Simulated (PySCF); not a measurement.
Run record for `C=[CH][AlH][Br]`: BHandHLYP/pcSseg-0, IEF-PCM chloroform, grid level 4, TDA, 25 singlets.

Method: TDA BHandHLYP/pcSseg-0, vertical, IEF-PCM chloroform (non-equilibrium linear response), core orbitals frozen in the response (PySCF 2.14.0, density-fitted response routines). Geometry: GFN2-xTB. A driver script takes a list of jobs; this job's settings line and coordinates (Å) are shown.

Command:
```bash
OMP_NUM_THREADS=1 python probes_run.py task.json out
```

Input:
```
{"job": {"kind": "uv", "xc": "BHandHLYP", "basis": "pcSseg-0", "solvent": "chloroform", "nstates": 25, "ntriplets": 0, "tda": true, "grid": 4}, "charge": 0, "multiplicity": 1}
C     -1.406416     0.063350     0.242387
C     -0.397433    -0.607353    -0.317996
Al     1.353652     0.249964    -0.049380
Br     3.363008    -0.459616    -0.780998
H     -2.440450    -0.252377     0.201576
H     -1.221149     0.986696     0.781168
H     -0.627908    -1.531430    -0.850340
H      1.385753     1.560178     0.749017
```

Output:
```
coarse grid: 33936 points
cycle   1  E = -2891.8221488952  dE = -1.540e+00  |g| = 2.727e-01  |ddm| = 2.861e+00
cycle   2  E = -2891.8389581846  dE = -1.681e-02  |g| = 1.530e-01  |ddm| = 6.508e-01
cycle   3  E = -2891.8451016057  dE = -6.143e-03  |g| = 4.024e-02  |ddm| = 2.446e-01
cycle   4  E = -2891.8454573991  dE = -3.558e-04  |g| = 1.647e-02  |ddm| = 5.169e-02
cycle   5  E = -2891.8455282241  dE = -7.083e-05  |g| = 2.644e-03  |ddm| = 2.039e-02
cycle   6  E = -2891.8455301644  dE = -1.940e-06  |g| = 7.934e-04  |ddm| = 4.030e-03
final grid: 178928 points
cycle   7  E = -2891.8455037034  dE = -8.407e-08  |g| = 6.156e-04  |ddm| = 1.659e-03
cycle   8  E = -2891.8455037354  dE = -3.204e-08  |g| = 5.114e-04  |ddm| = 1.155e-03
cycle   9  E = -2891.8455038036  dE = -6.822e-08  |g| = 4.952e-05  |ddm| = 5.040e-04
cycle  10  E = -2891.8455038043  dE = -6.298e-10  |g| = 5.441e-06  |ddm| = 5.366e-05
converged SCF energy = -2891.8455038043

Static polarisability (au): isotropic 58.524, principal 27.635 51.550 96.388

Singlet excitations
state   eV       nm        f      main configurations
  1   5.7684    214.9   0.00022   H-1->L 0.87, H-3->L 0.09
  2   6.4995    190.8   0.36673   H->L 0.96
  3   6.6927    185.3   0.00985   H-3->L 0.82, H-1->L 0.10
  4   7.0782    175.2   0.01057   H-2->L 0.94
  5   7.2442    171.1   0.00486   H-4->L 0.96
  6   7.7270    160.5   0.13840   H-1->L+1 0.89
  7   7.8184    158.6   0.00062   H-1->L+2 0.34, H-3->L+2 0.28, H->L+1 0.23
  8   7.8512    157.9   0.00225   H->L+1 0.61, H-1->L+2 0.13, H-3->L+2 0.12
  9   8.2296    150.7   0.10144   H-2->L+1 0.83, H->L+1 0.10
 10   8.5987    144.2   0.52095   H-3->L+1 0.53, H->L+2 0.31
 11   8.7420    141.8   0.00825   H-5->L 0.61, H-6->L 0.15, H-6->L+2 0.08
 12   9.1799    135.1   0.00958   H->L+3 0.89
 13   9.2221    134.4   0.03010   H->L+2 0.33, H-3->L+1 0.33, H-1->L+3 0.17
 14   9.4437    131.3   0.31875   H-4->L+1 0.76
 15   9.6579    128.4   0.01122   H-3->L+2 0.35, H-1->L+2 0.31, H-6->L 0.21
 16   9.8049    126.5   0.16465   H-1->L+3 0.51, H->L+2 0.18, H-3->L+3 0.11
 17   9.8959    125.3   0.15033   H-6->L 0.30, H-5->L 0.27, H-3->L+2 0.18
 18   9.9939    124.1   0.02339   H-2->L+2 0.89
 19  10.1332    122.4   0.00615   H->L+4 0.47, H->L+5 0.39
 20  10.4558    118.6   0.05082   H-4->L+2 0.84
 21  10.5563    117.5   0.00375   H-2->L+3 0.66, H-2->L+4 0.17
 22  10.6973    115.9   0.35150   H-3->L+3 0.69, H-1->L+3 0.08
 23  10.8959    113.8   0.00029   H->L+5 0.45, H->L+4 0.38, H-2->L+3 0.10
 24  10.9101    113.6   0.74202   H-1->L+4 0.61, H-3->L+4 0.11, H-4->L+3 0.09
 25  11.0653    112.0   0.02814   H-5->L+2 0.37, H-7->L 0.32
```

The SCF starts on a coarse grid where the log names one; the energy can jump when the final grid takes over, and dE then counts from the start density on the new grid. H and L stand for HOMO and LUMO; the number after each pair is its weight.

**Question.** How does the lowest singlet excitation compare with the HOMO–LUMO gap?

**Answer.** HOMO -9.18 eV and LUMO -0.53 eV give a gap of 8.65 eV; S1 at 5.77 eV lies 2.88 eV below it.

**Question.** Give S1 in cm⁻¹ and kJ/mol.

**Answer.** 5.7684 eV × 8065.54 = 46525 cm⁻¹; × 96.485 = 556.6 kJ/mol.

In short: SCF converged in 10 cycles with 64 basis and 657 fitting functions; HOMO -9.18 eV, LUMO -0.53 eV; lowest singlet 5.77 eV; mean polarisability 58.5 au.

The structure is a single GFN2-xTB conformer; no vibrational corrections. The BHandHLYP/pcSseg-0 calculation is non-relativistic and has no spin–orbit coupling, an omission that weighs most on bromine.

**Question.** How long does this job take on one thread of an Arm Neoverse V2, no GPU (shared host)? And the peak memory of the process?

**Answer.** About 3.6 s, with 0.50 GiB resident at the peak, the Python interpreter and its libraries included.

The values belong to the conformer `[CH2:1]=[CH:2][AlH:3][Br:4]`: C1–C2–Al3–Br4 180°.
